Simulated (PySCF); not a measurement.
Isomers of C2H14SSi4.

All values: PBE0/pcSseg-1 (PySCF) at GFN2-xTB geometries, gas phase, one conformer each.

(1) Rank by dipole moment, lowest first.
A. `[SiH3:1][CH2:2][CH2:3][S:4][SiH2:5][SiH2:6][SiH3:7]` with Si1–C2–C3–S4 -178°, C2–C3–S4–Si5 -175°, C3–S4–Si5–Si6 -175°, S4–Si5–Si6–Si7 58°
B. `[SiH3:1][SiH2:2][CH2:3][CH2:4][SiH2:5][S:6][SiH3:7]` with Si1–Si2–C3–C4 -175°, Si2–C3–C4–Si5 -179°, C3–C4–Si5–S6 -170°, C4–Si5–S6–Si7 178°
C. `[CH3:1][Si@H:2]([SiH3:3])[CH2:4][SiH2:5][S:6][SiH3:7]` with C1–Si2–C4–Si5 -179°, Si2–C4–Si5–S6 54°, C4–Si5–S6–Si7 55°
D. `[SiH3:1][CH2:2][S:3][SiH2:4][CH:5]([SiH3:6])[SiH3:7]` with Si1–C2–S3–Si4 -174°, C2–S3–Si4–C5 -179°, S3–Si4–C5–Si6 -168°

(2) Rank by the lowest Hirshfeld charge on any atom, lowest value first.
A. `[SiH3:1][SiH2:2][CH2:3][CH2:4][SiH2:5][S:6][SiH3:7]` with Si1–Si2–C3–C4 -175°, Si2–C3–C4–Si5 -179°, C3–C4–Si5–S6 -170°, C4–Si5–S6–Si7 178°
B. `[SiH3:1][CH2:2][S:3][SiH2:4][CH:5]([SiH3:6])[SiH3:7]` with Si1–C2–S3–Si4 -174°, C2–S3–Si4–C5 -179°, S3–Si4–C5–Si6 -168°
C. `[SiH3:1][CH2:2][CH2:3][S:4][SiH2:5][SiH2:6][SiH3:7]` with Si1–C2–C3–S4 -178°, C2–C3–S4–Si5 -175°, C3–S4–Si5–Si6 -175°, S4–Si5–Si6–Si7 58°
D. `[CH3:1][Si@H:2]([SiH3:3])[CH2:4][SiH2:5][S:6][SiH3:7]` with C1–Si2–C4–Si5 -179°, Si2–C4–Si5–S6 54°, C4–Si5–S6–Si7 55°

Results:

(1) A (0.86 D), D (1.08 D), B (1.38 D), C (2.61 D).

(2) B (-0.275 e), D (-0.249 e), A (-0.191 e), C (-0.158 e).

All values together:

| SMILES | μ (D) | HOMO (eV) | LUMO (eV) | lowest IAO charge (e) | highest IAO charge (e) | lowest Hirshfeld charge (e) | highest Hirshfeld charge (e) |
| --- | --- | --- | --- | --- | --- | --- | --- |
| [SiH3]CCS[SiH2][SiH2][SiH3] | 0.86 | -6.77 | -0.64 | -0.531 (C) | +0.605 (Si) | -0.158 (C) | +0.322 (Si) |
| [SiH3][SiH2]CC[SiH2]S[SiH3] | 1.38 | -7.23 | -0.37 | -0.523 (C) | +0.698 (Si) | -0.191 (S) | +0.319 (Si) |
| [SiH3]CS[SiH2]C([SiH3])[SiH3] | 1.08 | -6.86 | -0.29 | -0.926 (C) | +0.690 (Si) | -0.275 (C) | +0.315 (Si) |
| C[Si@H]([SiH3])C[SiH2]S[SiH3] | 2.61 | -7.22 | -0.08 | -0.819 (C) | +0.695 (Si) | -0.249 (C) | +0.316 (Si) |

Conformers: `[SiH3:1][CH2:2][CH2:3][S:4][SiH2:5][SiH2:6][SiH3:7]` with Si1–C2–C3–S4 -178°, C2–C3–S4–Si5 -175°, C3–S4–Si5–Si6 -175°, S4–Si5–Si6–Si7 58°; `[SiH3:1][SiH2:2][CH2:3][CH2:4][SiH2:5][S:6][SiH3:7]` with Si1–Si2–C3–C4 -175°, Si2–C3–C4–Si5 -179°, C3–C4–Si5–S6 -170°, C4–Si5–S6–Si7 178°; `[SiH3:1][CH2:2][S:3][SiH2:4][CH:5]([SiH3:6])[SiH3:7]` with Si1–C2–S3–Si4 -174°, C2–S3–Si4–C5 -179°, S3–Si4–C5–Si6 -168°; `[CH3:1][Si@H:2]([SiH3:3])[CH2:4][SiH2:5][S:6][SiH3:7]` with C1–Si2–C4–Si5 -179°, Si2–C4–Si5–S6 54°, C4–Si5–S6–Si7 55°.
